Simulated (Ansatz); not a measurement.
Ansatz results at the PBE0-D4/def2-TZVP geometry: HOMO energy (PBE/def2-TZVPP) -5.52 eV; HOMO–LUMO gap (PBE/def2-TZVPP) 4.05 eV; LUMO energy (PBE/def2-TZVPP) -1.48 eV.

Task: Which molecule gave them?
A. `BBCCCl`
B. `[NH2][Al]1[SiH2][S]1`
C. `[OH][InH][ZnH]`
D. `C1[SiH2][GeH2][S]1`

Result: D. The others give `[OH][InH][ZnH]`: -5.98, 3.21, -2.77; `[NH2][Al]1[SiH2][S]1`: -5.49, 3.64, -1.85; `BBCCCl`: -6.95, 4.08, -2.87.
